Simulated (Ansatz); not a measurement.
Reaction (silylene formation by 1,1-elimination): `O[SiH](Cl)[GeH2][Cl]` → `[Cl][GeH2][Cl]` + `O[SiH]`

Computed with Ansatz on PBE0-D4/def2-TZVP structures; ΔE is electronic, products minus reactants. CCSD(T)/CBS is the MP2 limit (def2-TZVPP, def2-QZVPP) plus CCSD(T) − MP2 in def2-TZVPP, frozen cores. This one scheme is used for every species. DFT in def2-TZVPP. For Ge outer-core shells are correlated without core-valence functions, which leaves a few kJ/mol of doubt a bond. Scalar relativity is left out up to krypton. Each species was taken in one conformer, which may not be the lowest.

```csv
level,ΔE (eV)
PBE0-D4,2.58
HF/def2-SVP,2.10
```

(1) What does CCSD(T)/CBS give? (An estimate is asked.)

Largest T1 diagnostic among the species: 0.016.

Results:

(1) Computed: +2.45 eV. The listed levels differ from it by 0.13, -0.35 eV.

From PBE to PBE0 (25 % exact exchange), in def2-TZVPP and without D4, ΔE moves by +0.12 eV. The D4 term adds +0.20 eV with B3LYP and +0.11 eV with PBE0; it sums over pairs of atoms, weighted by their polarisabilities, and B3LYP, whose exchange is more repulsive, gets the larger term. Leaving LDA and LC-ωPBE aside and taking each functional with its dispersion term where it has one, the values, not all of them listed here, spread over 0.39 eV, from BLYP-D4 to r2SCAN0-D4. LDA lies +0.39 eV from PBE without D4.

CCSD(T)/CBS has its own doubt, a few kJ/mol and more with outer-core shells, so smaller differences from it don't rank the levels.

B3LYP here is the variant with VWN-RPA as its local correlation; programs differ in this.
